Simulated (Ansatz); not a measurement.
BeSi₄⁻. The state is a doublet with charge -1. Geometry PBE-D4/def2-SVPD; atoms count from 1.

```xyz
5

Be    1.5795   -0.5844    0.2010
Si   -0.6885    0.3638   -1.5914
Si   -0.3925   -1.4336   -0.0824
Si   -1.1108    0.3026    1.3531
Si    0.6122    1.3516    0.1197
```

Another isomer (doublet) lies 0.25 eV lower at PBE0-D4/def2-TZVPD; other spin states weren't run for this one.

**Question.** Estimate the Mulliken populations from the PBE0/def2-TZVPD orbitals of Ansatz.

**Answer.** 
| atom | charge (e) | spin (α − β) |
| --- | --- | --- |
| Be1 | -0.42 | 0.61 |
| Si2 | -0.21 | 0.27 |
| Si3 | -0.08 | -0.07 |
| Si4 | -0.21 | 0.27 |
| Si5 | -0.08 | -0.07 |
Mulliken values depend strongly on the basis. With diffuse functions, as here, like atoms can get unlike values, and bond orders can come out too low or too high.

**Question.** Where does the spin sit?

**Answer.** Summed by element: Be 0.61, Si 0.39, of 1 unpaired in all. Largest on single atoms: Be1 0.61, Si2 0.27, Si4 0.27.

**Question.** And the Mayer bond orders between heavy atoms (over 0.3)?

**Answer.** Be1–Si2 0.45 (3.04 Å); Be1–Si3 0.90 (2.17 Å); Be1–Si4 0.44 (3.06 Å); Be1–Si5 0.90 (2.17 Å); Si2–Si3 0.86 (2.37 Å); Si2–Si4 0.52 (2.98 Å); Si2–Si5 0.86 (2.37 Å); Si3–Si4 0.87 (2.36 Å); Si3–Si5 0.57 (2.97 Å); Si4–Si5 0.87 (2.36 Å).
